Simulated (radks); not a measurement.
Values are calculated unless marked as measured or tabulated.
Species: Hf XXVI. Configuration: [Kr] 4d10 5d1 (not the ground configuration).

Code: a radial shooting solver on a logarithmic mesh with Libxc functionals. Model: Dirac Kohn-Sham, HCTH/407, spin-unpolarised, spherical densities, point nucleus; open shells are shared between the two j in proportion to 2j + 1.

Energy parts (eV):
total: -403420.96
kinetic: 452274.19
electron-nucleus: -964710.44
Hartree: 116746.10
exchange-correlation: -7730.80

Orbitals (lengths in bohr, moments of r in powers of bohr; r(max) is where P^2 peaks; r(90%) holds 90 % of the orbital's charge):
\begin{tabular}{lrrrrr}
orbital & occ. & eigenvalue (eV) & r(max) & r(90%) & <r^2> \\ \hline
1s1/2 & 2 & -66005.60 & 0.01190 & 0.0345 & 0.0004953 \\
2s1/2 & 2 & -11979.06 & 0.06828 & 0.125 & 0.007590 \\
2p1/2 & 2 & -11478.67 & 0.05092 & 0.110 & 0.005438 \\
2p3/2 & 4 & -10288.10 & 0.05756 & 0.120 & 0.006645 \\
3s1/2 & 2 & -3380.151 & 0.1923 & 0.305 & 0.04937 \\
3p1/2 & 2 & -3159.266 & 0.1803 & 0.297 & 0.04540 \\
3p3/2 & 4 & -2902.304 & 0.1939 & 0.316 & 0.05189 \\
3d3/2 & 4 & -2528.921 & 0.1523 & 0.288 & 0.04039 \\
3d5/2 & 6 & -2472.969 & 0.1561 & 0.294 & 0.04216 \\
4s1/2 & 2 & -1281.160 & 0.4259 & 0.630 & 0.2206 \\
4p1/2 & 2 & -1188.587 & 0.4240 & 0.638 & 0.2228 \\
4p3/2 & 4 & -1118.892 & 0.4487 & 0.671 & 0.2477 \\
4d3/2 & 4 & -966.1214 & 0.4383 & 0.684 & 0.2489 \\
4d5/2 & 6 & -951.8926 & 0.4454 & 0.693 & 0.2564 \\
4f5/2 & 0 & -765.2618 & 0.3836 & 0.688 & 0.2373 \\
4f7/2 & 0 & -761.7751 & 0.3864 & 0.691 & 0.2402 \\
5s1/2 & 0 & -645.1035 & 0.8200 & 1.14 & 0.7513 \\
5p1/2 & 0 & -605.2118 & 0.8377 & 1.17 & 0.7883 \\
5p3/2 & 0 & -580.7950 & 0.8766 & 1.22 & 0.8562 \\
5d3/2 & 0.4 & -515.8180 & 0.9105 & 1.29 & 0.9332 \\
5d5/2 & 0.6 & -510.8055 & 0.9214 & 1.30 & 0.9534 \\
6d3/2 & 0 & -329.6380 & 1.545 & 2.02 & 2.387 \\
6d5/2 & 0 & -327.0811 & 1.558 & 2.04 & 2.425 \\
\end{tabular}

The highest occupied level is 5d5/2 at -510.81 eV. The configuration is held as typed, so some empty levels lie below it. The density falls to 0.001 e/bohr^3 at r = 1.74 bohr. Summed over all electrons, <r^2> = 6.222 bohr^2, which gives a Langevin (diamagnetic) susceptibility term of -4.93 x 10^-6 cm^3/mol.
